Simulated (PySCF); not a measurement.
Ge(H)(Me) (CH4Ge), SMILES [CH3][GeH] (connectivity only; charge and spin as stated), neutral, multiplicity 1.

The structure is a stationary point at ωB97X-D3(BJ)/def2-TZVP.

Method: TDA-PBE0/def2-TZVPD run with PySCF.

Vertical excitations. Gas-phase values at a fixed geometry. State labels are in the subgroup Cs.

Computed excitation energies, oscillator strengths and character:
```tsv
state	symmetry	energy (eV)	λ (nm)	f	main pairs
S1	A"	2.59	478	0.024	HOMO→LUMO 99 %
S2	A"	4.25	292	0.001	HOMO−1→LUMO 100 %
S3	A'	5.62	221	0.097	HOMO→LUMO+1 97 %
S4	A'	6.26	198	0.235	HOMO→LUMO+2 98 %
S5	A'	7.03	176	0.110	HOMO→LUMO+3 84 %
S6	A"	7.25	171	0.021	HOMO→LUMO+4 96 %
S7	A"	7.46	166	0.004	HOMO−3→LUMO 98 %
S8	A'	7.49	166	0.052	HOMO−1→LUMO+1 68 %, HOMO→LUMO+5 13 %
S9	A'	7.57	164	0.016	HOMO−2→LUMO 71 %, HOMO→LUMO+5 22 %
S10	A'	7.68	161	0.072	HOMO→LUMO+5 55 %, HOMO−1→LUMO+1 20 %, HOMO−2→LUMO 13 %
T1	A"	1.34	928	0	HOMO→LUMO 99 %
T2	A"	3.76	330	0	HOMO−1→LUMO 99 %
T3	A'	4.85	256	0	HOMO→LUMO+1 83 %, HOMO→LUMO+3 13 %
T4	A'	5.78	215	0	HOMO→LUMO+2 91 %
```
Triplets are in the Tamm–Dancoff approximation.
